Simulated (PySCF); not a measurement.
**Ionisation energy of Cs⁵³⁺ by level of theory**

Cs⁵³⁺ 1s2 (1S) → Cs⁵⁴⁺ 1s1 (2S), as a difference of total energies. All numbers are calculated (PySCF 2.14, scalar relativity by spin-free X2C-1e, in an uncontracted even-tempered set (17 s from 120 bohr⁻², ratio 2.2; 7 p from 180 bohr⁻², ratio 2.4; 4 d from 540 bohr⁻², ratio 2.4; 3 f from 810 bohr⁻², ratio 2.4; 3 g from 1200 bohr⁻², ratio 2.4)). Correlated levels: nothing frozen; virtual orbitals above 40 to 60 times the deepest correlated orbital energy dropped. The calculations carry no spin-orbit coupling.

```csv
method,ionisation energy (eV)
UHF,41935.4
MP2 (all electrons),41937.0
SCS-MP2 (all electrons),41937.4
CCSD (all electrons),41937.0
```

For this ion Breit and QED terms and the two-electron picture change, all absent here, outweigh the differences among the correlated methods.

With two correlated electrons CCSD is exact in that space.

For comparison: 41861.1 eV (theoretical estimate listed by NIST; NIST Atomic Spectra Database, ionization energies).
